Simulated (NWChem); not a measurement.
# BHIF; SMILES FBI

def2 effective core potentials on I; no spin-orbit coupling.

**Question.** Give the equilibrium geometry at PBE0/def2-SVP with def2 effective core potentials on I (NWChem) as a Z-matrix, with the point group.

**Answer.** point group Cs; any orientation.
```
B
F 1 1.3084
H 1 1.2033 2 120.55
I 1 2.1252 3 120.16 2 180.00
```
